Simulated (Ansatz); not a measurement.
A made-up structure of BSiH₃Br (charge -1), singlet:

```
6
angstrom
Si -0.8651 0.4432 -0.2794
B 0.6922 -0.2537 0.5148
Br 1.1367 -2.2082 0.5000
H -1.4893 -0.2496 -1.4552
H -0.8772 1.9207 -0.5544
H -1.3255 0.1198 1.0243
```

It is relaxed with PBE-D4/def2-SVPD and then PBE0-D4/def2-TZVPD (Ansatz 0.2.0). Atoms count as bonded within 1.22 times the sum of their covalent radii (H–H: 0.88 Å). The end point is not checked to be a true minimum.

Does its bonding change? (A judgement: the text doesn't fix the answer.)

The calculation gives: No: no bond forms or breaks.

Where it ends: The first stage lowers the energy by 0.76 eV in 7 steps. It ends as BSiH₃Br ([SiH3][B][Br]), total charge -1:
```csv
atom,x (Å),y (Å),z (Å)
Si1,-0.8521,0.3233,-0.1118
B2,0.8695,-0.3023,0.8467
Br3,1.3791,-2.0974,0.0022
H4,-1.5865,-0.4069,-1.2264
H5,-0.6154,1.6978,-0.6846
H6,-1.9227,0.5578,0.9238
```

Labels in which every atom is bracketed show which atoms are joined, not bond orders.

For scale, one of the runs: PBE0-D4/def2-TZVPD relaxation, 164 basis functions, launched by `ansatz run in.yaml --threads 2 --pin off --events-out ev --progress --plain --max-ram 4352MiB`. The run took about 98 s on 2 CPU threads of an Arm Neoverse V1 (shared host).
